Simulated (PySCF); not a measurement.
## From a computed spectrum to the compound

A species of 4 atoms with charge 3 has these harmonic modes (PBE0, small Gaussian bases with core potentials, PySCF 2.14.0):

| cm⁻¹ | km/mol | symmetry |
| --- | --- | --- |
| 271 | 89.8 | π |
| 271 | 89.8 | π |
| 440 | 61.1 | σ+ |
| 873 | 11.6 | π |
| 873 | 11.6 | π |
| 2135 | 858.4 | σ+ |
| 3142 | 219.0 | σ+ |

(1) Which species is it, and in which structure?

## Answers

(1) [Y(HCN)]3+ (singlet):
```xyz
4

Y     0.0000    0.0000   -0.6470
N     0.0000    0.0000    1.5257
C     0.0000    0.0000    2.6932
H     0.0000    0.0000    3.8112
```
Ideal gas at 298.15 K and 1 bar: S = 258.2 J/(mol K), Cp = 53.9 J/(mol K), H − H(0 K) = 12.1 kJ/mol (rigid rotor, harmonic modes, spin degeneracy alone). 
 The answer isn't unique; the calculation gave this one.
